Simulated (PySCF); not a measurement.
# EPR parameters of C4H3F2O2

Compound: C4H3F2O2 (doublet state).
Z-matrix (Å and degrees, GFN2-xTB geometry), rows numbered from 1:
```
O 
C   1  1.3320
C   2  1.3444  1  130.84
F   3  1.3393  2  126.99  1     0.81
C   3  1.4970  2  110.38  1  -178.58
C   5  1.5013  3   99.14  2     4.61
F   6  1.3501  5  118.84  3  -139.38
O   2  1.3624  1  117.76  3  -178.70
H   1  0.9666  2  109.25  3  -176.34
H   5  1.0989  3  113.32  2  -114.22
H   5  1.0952  3  112.38  2   124.32
```

The hyperfine couplings belong to this conformer and change with its torsions.

The species is `O1[C](F)CC(=C1O)F` [radical].

Method used: UKS B3LYP, pcH-1 on C F H O, non-relativistic, mean-field spin-orbit, GIAO (PySCF). Isolated species at its GFN2-xTB geometry (one conformer only). Couplings are sensitive to structure, and on GFN2-xTB geometries they can be far from those on DFT ones. No stability test was run, so a lower SCF solution isn't excluded.

```
g1, g2, g3                      : 2.00203, 2.00406, 2.00452
g_iso                           : 2.00354
Form of g                       : rhombic: the two nearest values differ by 18 % of g3 − g1
⟨S²⟩                            : 0.7533 (exact 0.7500)
HOMO–LUMO gap, α and β orbitals : 6.02, 4.33 eV
Total energy                    : -504.27796 Eh
Basis functions                 : 230
```

Isotropic coupling and dipolar principal values T1 to T3, in G; ρ(0) is the spin density at the nucleus (MHz turned into gauss with g_iso; 10 G = 1 mT):

```csv
atom,isotope,a_iso,T1,T2,T3,Mulliken spin population,ρ(0) (bohr⁻³)
O1,17O,0.3,-0.6,-0.1,0.7,0.00,-0.0013
C2,13C,0.4,-2.4,0.4,2.0,-0.02,0.0010
C3,13C,3.6,-1.7,-0.9,2.6,0.05,0.0089
F4,19F,4.5,-4.8,-3.6,8.4,0.00,0.0030
C5,13C,6.3,-2.0,-1.1,3.1,-0.05,0.0156
C6,13C,139.2,-26.7,-26.0,52.7,0.81,0.3471
F7,19F,98.5,-78.5,-68.3,146.9,0.06,0.0656
O8,17O,-18.5,-15.2,7.3,7.8,0.07,0.0856
H9,1H,0.2,-0.7,-0.6,1.3,0.00,0.0001
H10,1H,30.5,-1.8,-0.7,2.5,0.06,0.0191
H11,1H,33.2,-2.3,-2.0,4.3,0.03,0.0208
```

The Mulliken spin populations are largest on C6 (+0.81) and O8 (+0.07). No atom but C6 exceeds +0.15. The angles at C6 add up to 341.3°, so it is pyramidal.

Axes: g3 points within 13° of the C6–O8 bond.

Under fast tumbling the dipolar parts average out, and these isotropic splittings remain: 1 × 19F (F7, I = 1/2, 2 lines) with 9.85 mT, 2 × 1H (H10/H11, I = 1/2, 3 lines) with 3.18 mT and 1 × 19F (F4, I = 1/2, 2 lines) with 0.45 mT.

Nuclei that the bonding pattern makes equivalent are averaged, as if the motion that swaps them (rotation, inversion, ring flip) were fast.

The 13C coupling of C6 (390.2 MHz) shows only in satellite lines or after enrichment, since that isotope makes up about 1.07 % of natural carbon.

The 17O coupling of O8 (-51.9 MHz) shows only in satellite lines or after enrichment, since that isotope makes up about 0.038 % of natural oxygen.
